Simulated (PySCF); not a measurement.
A table of computed properties in which two entries of one column were swapped by mistake.

| no. | species (SMILES) | level of the electronic properties | lowest singlet excitation | electronic spatial extent ⟨r²⟩ about the centre of nuclear charge | dipole moment | HOMO energy |
| --- | --- | --- | --- | --- | --- | --- |
| 1 | N=C1CCC1 | CAM-B3LYP/def2-SVPD | 5.16 eV | 1114 bohr² | 2.38 D | -8.57 eV |
| 2 | O=C=PCCP | CAM-B3LYP/def2-SVPD | 2.67 eV | 973 bohr² | 2.53 D | -7.49 eV |
| 3 | CC(C)C#N | PBE0/def2-SVPD | 7.87 eV | 452 bohr² | 4.12 D | -9.32 eV |
| 4 | CSc1nncn1C | PBE0/def2-SVPD | 5.27 eV | 391 bohr² | 4.33 D | -6.43 eV |
| 5 | CP([SiH3])C(F)(F)F | PBE0/def2-SVPD | 5.96 eV | 1075 bohr² | 2.51 D | -7.50 eV |
| 6 | NC[C@H]1C=N1 | PBE0/def2-SVPD | 4.72 eV | 425 bohr² | 2.27 D | -6.84 eV |

Geometries: GFN2-xTB; excitations by linear response (TDDFT) at the row's level. All species are isolated and taken at one optimised geometry, non-relativistic unless stated. Electronic properties by PySCF.

The conformers computed, where there is a choice (atom-mapped SMILES and torsion angles):
- `[O:1]=[C:2]=[P:3][CH2:4][CH2:5][PH2:6]`: C2–P3–C4–C5 77°, P3–C4–C5–P6 37°, H–P6–C5–C4 157°, H–P6–C5–C4 65°
- `[CH3:1][S:2][c:3]1[n:4][n:5][cH:6][n:7]1[CH3:8]`: C1–S2–C3–N4 0°
- `[CH3:1][P:2]([SiH3:3])[C:4]([F:5])([F:6])[F:7]`: C1–P2–C4–F5 171°
- `[NH2:1][CH2:2][C@H:3]1[CH:4]=[N:5]1`: N1–C2–C3–C4 -136°, H–N1–C2–C3 61°, H–N1–C2–C3 -57°

Question: Which two entries changed places?

Answer: The electronic spatial extent ⟨r²⟩ about the centre of nuclear charge of rows 1 and 4. The true values are 391 bohr² for `N=C1CCC1` (12 atoms, 38 electrons) and 1114 bohr² for `CSc1nncn1C` (15 atoms, 68 electrons), the smallest and the largest in that column.

Question: Restore the column in rising order.

Answer: row 1: 391 bohr², row 6: 425 bohr², row 3: 452 bohr², row 2: 973 bohr², row 5: 1075 bohr², row 4: 1114 bohr².

Question: Give the restored column in Å².

Answer: row 1: 109 Å², row 2: 272 Å², row 3: 127 Å², row 4: 312 Å², row 5: 301 Å², row 6: 119 Å².
